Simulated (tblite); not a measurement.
C₆H₁₀O₃ (SMILES C=C(C)C(=O)OCOC), singlet, at a GFN2-xTB geometry; GFN1-xTB (tblite).

Here is a job for tblite.
```
$ tblite run mol.xyz --method gfn1 --charge 0 --spin 0 --guess eeq --json tblite.json --no-restart

# file mol.xyz
19

C     -2.19476973    -1.45264741     0.31504317
C     -2.08052925    -0.13616820     0.17208109
C     -3.23546994     0.81403694     0.16297940
C     -0.75386637     0.50983176     0.00531913
O     -0.58462100     1.69762619    -0.12869987
O      0.26457662    -0.36915669     0.01753556
C      1.54681160     0.18293156    -0.13626971
O      2.43876739    -0.87865783    -0.09581127
C      3.77681107    -0.46671901    -0.23956522
H     -3.15745267    -1.92084808     0.43599517
H     -1.33135147    -2.09374126     0.31478252
H     -3.11968742     1.54359485     0.96250751
H     -4.17485376     0.28410548     0.28845617
H     -3.25178778     1.36638988    -0.77486146
H      1.74048409     0.90878887     0.67727850
H      1.60545588     0.72765636    -1.09859725
H      4.37792641    -1.37135784    -0.19300117
H      4.07102838     0.21487318     0.56731299
H      3.93652991     0.03445129    -1.20159558
```

It wrote (shortened):

```
xTB calculator
 | screened Coulomb repulsion
 | Coulomb electrostatics
 |  * isotropic Klopman-Ohno-Mataga-Nishimoto electrostatics
 |  * onsite third-order electrostatics
 | DFT-D3(BJ) dispersion correction

halogen bonding energy    0.0000000000000E+00 Eh
repulsion energy          3.2508429927481E-01 Eh
dispersion energy        -6.8646073686902E-03 Eh
number of electrons       5.2000000000000E+01 e
integral cutoff           1.9731147476801E+01 bohr

------------------------------------------------------------
  cycle        total energy    energy error   density error
------------------------------------------------------------
      1     -31.99171534111  -3.2309935E+01   5.6842513E-01
      2     -32.15413914333  -1.6242380E-01   3.3628952E-01
      3     -32.15092457272   3.2145706E-03   1.2570460E-01
      4     -32.16284979957  -1.1925227E-02   1.5953438E-02
      5     -32.16349242154  -6.4262196E-04   3.4364500E-03
      6     -32.16351126275  -1.8841207E-05   6.3470197E-04
      7     -32.16351188853  -6.2578120E-07   1.3292226E-04
      8     -32.16351192218  -3.3651609E-08   3.4233905E-05
      9     -32.16351192341  -1.2364509E-09   7.4434420E-06
------------------------------------------------------------

electronic energy        -3.2481731615321E+01 Eh
total energy             -3.2163511923415E+01 Eh

Post processing:
 | Mayer-Wiberg bond orders

[Info] JSON dump of results written to 'tblite.json'
```
